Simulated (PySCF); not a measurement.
Species: GaH₅OSi.
Cartesian coordinates in Å at the PBE0-D3(BJ)/def2-SVP level; atoms count from 1:
```
atom  x, y, z in Å
Si1    1.5682   -0.3717    0.2259
O2     0.0121    0.0571   -0.0647
Ga3   -1.6673    0.5438   -0.3671
H4     2.3067   -0.5907   -1.0573
H5     2.2833    0.6942    0.9964
H6     1.6186   -1.6385    1.0208
H7    -2.3709   -0.2080   -1.5400
H8    -2.2123    1.6577    0.5815
```

The calculation used TDDFT CAM-B3LYP/def2-SVPD, vertical, gas phase, core orbitals frozen in the response in PySCF. The CAM-B3LYP/def2-SVPD calculation is non-relativistic and has no spin–orbit coupling, an omission that weighs most on gallium.

Kohn–Sham orbitals with the atoms that hold most of them (Löwdin shares over 4%, at most four atoms; ? is withheld):

```json
{"orbital": "LUMO+2", "ε (eV)": "0.90", "atoms": "Ga3 52%, H7 14%, H8 14%, O2 9%"}
{"orbital": "LUMO+1", "ε (eV)": "0.70", "atoms": "Ga3 57%, Si1 18%, O2 8%, H6 4%"}
{"orbital": "LUMO", "ε (eV)": "-0.56", "atoms": "?"}
{"orbital": "HOMO", "ε (eV)": "-9.42", "atoms": "O2 37%, Ga3 14%, Si1 13%, H5 10%"}
{"orbital": "HOMO-1", "ε (eV)": "-9.93", "atoms": "?"}
{"orbital": "HOMO-2", "ε (eV)": "-10.64", "atoms": "Ga3 24%, Si1 17%, H7 16%, H8 15%"}
{"orbital": "HOMO-3", "ε (eV)": "-12.07", "atoms": "O2 50%, Si1 24%, H6 12%, H4 6%"}
```

Which atoms hold the LUMO, and with what shares?

Ga3 (bonded to O and 2 H) 63%; O2 (bonded to Ga and Si) 15%; H7 (bonded to Ga) 10%; H8 (bonded to Ga) 10%. By element: gallium 63%, hydrogen 21% or more, oxygen 15%.

Which atoms hold the HOMO-1, and with what shares?

O2 (bonded to Ga and Si) 37%; Si1 (bonded to O and 3 H) 26%; H6 (bonded to Si) 21%; H4 (bonded to Si) 9%. By element: oxygen 37%, hydrogen 30% or more, silicon 26%.

The HOMO–LUMO gap is 8.85 eV. Where does the response calculation put the lowest singlet, and from which orbitals?

S1 is at 5.32 eV (f = 0.0001), 3.54 eV below the gap, made of HOMO→LUMO (89%), HOMO-2→LUMO (9%). Without the coupling terms of the response equations the lowest excitation would equal the gap.

One configuration dominates each of S1, S2 and S3. Which, and how do the shares of the two leading atoms of either orbital change from the occupied to the empty one?

- S1 (5.32 eV, f 0.0001), HOMO→LUMO (89%): O2 37% → 15%, Ga3 14% → 63%
- S2 (6.63 eV, f 0.114), HOMO-1→LUMO (92%): O2 37% → 15%, Si1 26% → at most 2%, Ga3 at most 7% → 63%
- S3 (6.80 eV, f 0.0001), HOMO-2→LUMO (75%): Ga3 24% → 63%, Si1 17% → at most 2%, O2 at most 16% → 15%
